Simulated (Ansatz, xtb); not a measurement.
# Isomers of GeH7SiTe+ in order of energy

3 gas-phase structures of GeH7SiTe+, found in a search over its isomers (lower ones may exist). Each was relaxed with GFN2-xTB:

A. `[GeH3][SiH2][TeH2+]`, a singlet
B. `[SiH3][TeH+][GeH3]`, a singlet
C. `[SiH3][GeH2][TeH2+]`, a singlet

Which do you expect lowest at r2SCAN-D4/def2-SVP//GFN2-xTB, and how would the others follow?

Calculated order at r2SCAN-D4/def2-SVP//GFN2-xTB: B (0.0), C (10.8), A (13.7) kcal/mol.

Energies above the lowest of each column, in kcal/mol; the last columns are at r2SCAN-D4/def2-SVP geometries:

| structure | GFN2-xTB | HF/STO-3G | r2SCAN-D4/def2-SVP//GFN2-xTB | r2SCAN-D4/def2-SVP | CCSD(T)/def2-SVP + ΔMP2/def2-TZVPP |
| --- | --- | --- | --- | --- | --- |
| B | 0.0 | 0.0 | 0.0 | 0.0 | 0.0 |
| C | 5.5 | 28.3 | 10.8 | 9.5 | 10.3 |
| A | 17.1 | 22.0 | 13.7 | 13.8 | 14.9 |

Every level run on B puts it lowest or level with the lowest. Flexible structures stand in one conformer each, not always the lowest. Atoms past krypton carry core potentials in the def2 sets, without spin–orbit terms. ΔMP2 is the change of the MP2 energy from the smaller to the larger basis.

Programs: Ansatz 0.2.0, xtb 6.7.1.
